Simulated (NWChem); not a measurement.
System: CH5NO2Si2; SMILES [SiH2](N=C=O)[SiH2]O

Output (shortened):

```
             Northwest Computational Chemistry Package (NWChem) 7.3.0
             --------------------------------------------------------

                             Geometry "geometry" -> ""
                             -------------------------

 Output coordinates in angstroms (scale by  1.889725989 to convert to a.u.)

  No.       Tag          Charge          X              Y              Z
 ---- ---------------- ---------- -------------- -------------- --------------
    1 O                    8.0000     0.77603600     3.39789400     0.26415600
    2 C                    6.0000     0.19178200     2.39299500     0.13784600
    3 N                    7.0000    -0.40004300     1.36116600     0.01080900
    4 Si                  14.0000    -1.25772100    -0.13307700    -0.17338600
    5 Si                  14.0000     0.22447500    -1.88648600     0.35120500
    6 O                    8.0000     1.54587900    -1.85908200    -0.67055900
    7 H                    1.0000    -1.73510000    -0.21604300    -1.58606400
    8 H                    1.0000    -2.44678500    -0.11163100     0.73226100
    9 H                    1.0000     0.61888900    -1.75700800     1.79161600
   10 H                    1.0000    -0.43955900    -3.20367300     0.14382800
   11 H                    1.0000     2.08237800    -1.06087200    -0.66190000

 Effective nuclear repulsion energy (a.u.)     325.7736103595

                                 NWChem DFT Module
                                 -----------------

 Summary of "ao basis" -> "ao basis" (spherical)
 ------------------------------------------------------------------------------
       Tag                 Description            Shells   Functions and Types
 ---------------- ------------------------------  ------  ---------------------
 O                          def2-svp                 6       14   3s2p1d
 C                          def2-svp                 6       14   3s2p1d
 N                          def2-svp                 6       14   3s2p1d
 Si                         def2-svp                 8       18   4s3p1d
 H                          def2-svp                 3        5   2s1p

 in cosmo_initialize ...
 calling solv_data for solv:toluene

[...]

                                COSMO-SMD solvation results
                                ---------------------------

             internal energy in gas <Psi(g)|H|Psi(g)> =      -824.946214038361
         internal energy in solvent <Psi(s)|H|Psi(s)> =      -824.946036317623
                               delta internal energy  =         0.000177720738 (    0.11 kcal/mol)
   total free energy in solvent <Psi(s)|H+V/2|Psi(s)> =      -824.949813246695
 polarization energy contribution <Psi(s)|V/2|Psi(s)> =        -0.003776929072 (   -2.37 kcal/mol)
    total free energy in solvent including G(SMD-CDS) =      -824.951279280058
                       G(SMD-CDS) energy contribution =        -0.001466033363 (   -0.92 kcal/mol)
     1 M fixed-concentration free energy of solvation =        -0.005065241697 (   -3.18 kcal/mol)

                       DFT Final Molecular Orbital Analysis
                       ------------------------------------

 Vector   29  Occ=2.000000D+00  E=-3.848302D-01
              MO Center=  5.0D-01, -7.5D-01,  3.3D-01, r^2= 6.2D+00
   Bfn.  Coefficient  Atom+Function         Bfn.  Coefficient  Atom+Function
  ----- ------------  ---------------      ----- ------------  ---------------
    84      0.298566   6 O  pz              103     -0.267134   9 H  s
    87      0.231144   6 O  pz              104     -0.208478   9 H  s
    32     -0.197988   3 N  px                4     -0.175071   1 O  px
   108      0.174086  10 H  s                35      0.152373   3 N  px
    70     -0.149810   5 Si pz              109      0.144832  10 H  s

 Vector   30  Occ=2.000000D+00  E=-3.630257D-01
              MO Center= -5.1D-01,  1.5D+00, -2.9D-02, r^2= 4.0D+00
   Bfn.  Coefficient  Atom+Function         Bfn.  Coefficient  Atom+Function
  ----- ------------  ---------------      ----- ------------  ---------------
    34      0.387574   3 N  pz                6      0.329462   1 O  pz
    37     -0.321435   3 N  pz                9      0.253033   1 O  pz
    93     -0.189857   7 H  s                98      0.188799   8 H  s
    94     -0.150632   7 H  s                99      0.151123   8 H  s
    52      0.130112   4 Si pz               32     -0.118289   3 N  px

 Vector   31  Occ=2.000000D+00  E=-3.232223D-01
              MO Center= -2.6D-01, -4.4D-01,  7.1D-02, r^2= 5.1D+00
   Bfn.  Coefficient  Atom+Function         Bfn.  Coefficient  Atom+Function
  ----- ------------  ---------------      ----- ------------  ---------------
    50      0.193169   4 Si px               69      0.191896   5 Si py
    32      0.176735   3 N  px               51     -0.166860   4 Si py
    82      0.162026   6 O  px               35     -0.158644   3 N  px
     4      0.157823   1 O  px               45      0.142597   4 Si s
    83     -0.142649   6 O  py               33     -0.141732   3 N  py

 Vector   32  Occ=0.000000D+00  E= 2.556804D-02
              MO Center= -2.1D-01, -8.7D-01,  4.4D-02, r^2= 5.0D+00
   Bfn.  Coefficient  Atom+Function         Bfn.  Coefficient  Atom+Function
  ----- ------------  ---------------      ----- ------------  ---------------
    71     -0.579547   5 Si px               31      0.562848   3 N  s
    53     -0.527635   4 Si px               81      0.480916   6 O  s
    99     -0.437998   8 H  s                54     -0.382624   4 Si py
   109     -0.309200  10 H  s                73      0.291859   5 Si pz
    17     -0.263323   2 C  s               114     -0.213563  11 H  s

[...]
```

Level: M05-2X/def2-SVP, SMD on the gas-phase geometry. Geometry: optimised at PBE0/def2-SVP. Solvent: toluene.

Question: Write an input that gives this output.

Answer: This is not unique; one that fits is the input that was run:
```
start job
memory heap 200 mb stack 900 mb global 1100 mb
geometry units angstroms noautosym nocenter noautoz
  O      0.776036     3.397894     0.264156
  C      0.191782     2.392995     0.137846
  N     -0.400043     1.361166     0.010809
  Si    -1.257721    -0.133077    -0.173386
  Si     0.224475    -1.886486     0.351205
  O      1.545879    -1.859082    -0.670559
  H     -1.735100    -0.216043    -1.586064
  H     -2.446785    -0.111631     0.732261
  H      0.618889    -1.757008     1.791616
  H     -0.439559    -3.203673     0.143828
  H      2.082378    -1.060872    -0.661900
end
basis spherical
  * library def2-svp
end
dft
  xc m05-2x
  iterations 150
end
cosmo
  do_cosmo_smd true
  solvent toluene
end
task dft energy
```
